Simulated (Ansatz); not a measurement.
One geometry of GaMe2(OMe) (C3H9GaO), several levels of theory.

```yaml
crystal:
  periodic: [false, false, false]
  atoms:
    - {symbol: C, position_ang: [1.872565, -0.012649, -0.203130]}
    - {symbol: C, position_ang: [-0.902073, 2.205931, -0.633364]}
    - {symbol: C, position_ang: [-0.878074, -2.021128, 0.766644]}
    - {symbol: Ga, position_ang: [-0.014796, 0.528258, -0.176126]}
    - {symbol: O, position_ang: [-1.193148, -0.719981, 0.360032]}
    - {symbol: H, position_ang: [2.527835, 0.808679, -0.529612]}
    - {symbol: H, position_ang: [2.020162, -0.864942, -0.886476]}
    - {symbol: H, position_ang: [2.197435, -0.338047, 0.798559]}
    - {symbol: H, position_ang: [-0.600072, 3.007689, 0.060847]}
    - {symbol: H, position_ang: [-1.993422, 2.081879, -0.570822]}
    - {symbol: H, position_ang: [-0.637140, 2.537879, -1.650289]}
    - {symbol: H, position_ang: [0.206372, -2.253341, 0.719567]}
    - {symbol: H, position_ang: [-1.400141, -2.764975, 0.134259]}
    - {symbol: H, position_ang: [-1.205501, -2.195252, 1.809900]}
basis:
  gaussian: {orbitals: def2-TZVP, initial_orbitals: start.molden}
hamiltonian: {xc: {name: CAM-B3LYP}, dispersion: d4}
scf: {omitted_lower_state_checks: [starts]}
output: {orbitals: {seedname: orbitals}}
```

The file start.molden holds the orbitals of an earlier run on this structure, at another level or in another basis.

```sh
$ ansatz run in.yaml --threads 4 --pin off --events-out ev --progress --plain --max-ram 4787MiB
```

Output, abridged:

```
Functional definition: CAM-B3LYP
1490 factors; their error is unknown
419 factors; integrals over basis functions are off by at most 1.3e-5 eV
mean field evaluation 1: about -57686.2497 eV, gradient 7.4e0 eV
mean field evaluation 2: about -57686.3388 eV, gradient 7.5e-2 eV
mean field evaluation 4: about -57686.4613 eV, gradient 2.1e-4 eV
mean field -57686.46131052 eV, -2119.9383518737 hartree, gradient 1.1e-5 eV, S^2 0.000000; 0 other end points of the search recorded, 0 dependent functions left out
reference -57686.46146795 eV, -2119.9383576592 hartree; 33, 33 occupied and 193, 193 virtual orbitals, 1490 factors
Total energy: -57686.68573318 eV, -2119.9465992545 hartree
Checks for a lower state left out: starts
```

Hardware: 4 threads of Arm Neoverse V2 on a shared host. Wall time 4.4 s, peak host memory 0.73 GiB.

The first input with `hamiltonian: {xc: hse06, dispersion: d4}` (abridged; 4 s):

```
Functional definition: HSE06
mean field -57672.29180985 eV, -2119.4176323285 hartree, gradient 1.1e-5 eV, S^2 0.000000
Total energy: -57672.49776463 eV, -2119.4252010270 hartree
Checks for a lower state left out: starts
```

As the first input, with `hamiltonian: {xc: r2scan, dispersion: d4}` (abridged; 5.5 s):

```
Functional definition: r2SCAN
mean field -57682.43974694 eV, -2119.7905621381 hartree, gradient 2.1e-5 eV, S^2 0.000000
Total energy: -57682.50655268 eV, -2119.7930172038 hartree
Checks for a lower state left out: starts
```

Geometry: r2SCAN-D4/def2-SVP.

HSE06 is defined as in plane-wave codes, on full-range PBE exchange.
